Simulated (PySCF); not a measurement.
# OsS4: one-bond stretch

Level of theory: PBE0 in PySCF with Os def2-SVP with ECP60, S def2-SVP; scalar-relativistic core potentials, no spin–orbit coupling; density-fitted integrals.

Rigid scan from the singlet minimum (Os–S 2.076 Å (×2), Os–S 2.276 Å (×2), S–S 2.073 Å; Os–S–S 62.9° (×2), S–Os–S 54.2°, S–Os–S 115.1°, S–Os–S 118.5° (×4)). Coordinate: the bond from Os to the last atom (S) scaled, the rest fixed. Energies in kJ/mol from the minimum.

| scale of one bond | E (kJ/mol) | dipole size (D) |
| --- | --- | --- |
| 0.92 | 55.4 | 0.76 |
| 0.96 | 12.1 | 0.41 |
| 1.00 | 0.0 | 0.43 |
| 1.05 | 14.2 | 0.86 |
| 1.12 | 66.2 | 1.51 |
| 1.20 | 146.7 | 2.16 |
| 1.35 | 303.5 | 3.05 |
| 1.55 | 469.2 | – |
| 1.80 | 588.2 | – |
| 2.20 | 644.9 | – |

At long bonds a restricted determinant can lie too high, and another spin state can fall below this curve.

Stability towards spin polarisation was not tested. Spin–orbit coupling, left out here, can matter for elements this heavy.

Other isomers or separated fragments may lie lower.
